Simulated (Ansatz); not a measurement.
Relaxation of CHBrClNZn (6 atoms, charge 0, multiplicity 1), to a largest force component of 0.02 eV/Å in at most 50 steps.

The calculation used RHF/def2-SVP in Ansatz.

```xyz
6
Properties=species:S:1:pos:R:3
N 0.123 -0.350 1.453
C 0.319 -0.400 0.187
Cl 1.443 -1.582 -0.406
Zn -0.230 0.509 -1.244
Br -1.010 1.351 -1.815
H -0.346 0.095 0.895
```

Problem. Where does it end, and by what steps?

Solution. The forces met the threshold. After 17 steps the energy has fallen by 41.313 eV; Br5 moved furthest, 1.20 Å. The start is strongly strained (largest force component 100 eV/Å), so its close contacts needn't be bonds. Parted: C2–H6 (1.09 → 1.86 Å).

```tsv
step	energy less start (eV)	largest force component (eV/Å)	accepted
0	0.0000	99.750	yes
1	-28.6991	23.541	yes
2	-34.9001	10.585	yes
3	-38.1019	4.454	yes
4	-39.3297	4.150	yes
5	-40.0934	4.107	yes
6	-40.7496	3.473	yes
7	-41.0914	2.265	yes
8	-41.1523	1.972	yes
9	-41.2454	0.810	yes
10	-41.1978	1.764	no
11	-41.3016	0.475	yes
12	-41.3088	0.311	yes
13	-41.3100	0.307	yes
14	-41.3122	0.164	yes
15	-41.3124	0.114	yes
16	-41.3126	0.080	yes
17	-41.3127	0.007	yes
```

```xyz
6
Properties=species:S:1:pos:R:3
N 0.337 -0.570 1.518
C 0.416 -0.523 0.284
Cl 1.539 -1.699 -0.491
Zn -0.392 0.551 -1.209
Br -1.292 1.749 -2.912
H -0.308 0.115 1.879
```

Whether the end is a true minimum wasn't checked by a vibrational analysis.

Run time: 44 s on 2 threads of Intel(R) Xeon(R) Platinum 8488C (Sapphire Rapids), with other jobs on the host, peak memory 0.32 GiB.
